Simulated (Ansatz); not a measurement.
Pd3H4⁻, relaxed as a doublet with UKS PBE-D4/def2-TZVPD in Ansatz, starting from the GFN2-xTB geometry. Force threshold 0.02 eV/Å.

In the def2 sets Pd takes a core potential; there is no spin–orbit coupling. Another isomer (doublet) lies 0.38 eV lower at PBE0-D4/def2-TZVPD; other spin states weren't run for this one.

Start:

```xyz
7

Pd   -0.565   -1.182   -0.384
Pd   -0.449    1.197    0.481
Pd    1.803   -0.033   -0.169
H    -2.079   -1.566   -0.464
H     1.657    1.556    0.279
H    -1.906    1.645    0.840
H     1.540   -1.617   -0.583
```

**Question.** Estimate the energy that the relaxation releases and the steps that it takes.

**Answer.** 92.2 kJ/mol, in 19 steps; 50 s on 4 threads of Arm Neoverse V2 on a shared host. No frequencies were taken in this run, so the end may be a saddle point.

**Question.** Does the start keep its bonding?

**Answer.** By distances, no bond broke or formed. The bond that changes most is Pd1–H7, from 2.16 to 1.71 Å (atoms count from 1).

**Question.** Predict the relaxed structure.

**Answer.** 
```xyz
7

Pd   -0.495   -1.082   -0.678
Pd   -0.376    1.307    0.192
Pd    1.952    0.105   -0.553
H    -1.815   -1.965   -0.427
H     1.241    1.030    0.664
H    -1.629    1.922    0.990
H     1.122   -1.317   -0.189
```
Bond lengths (bridged metal pairs left out): 1 × Pd–Pd 2.55 Å; 6 × H–Pd 1.61 to 1.71 Å.
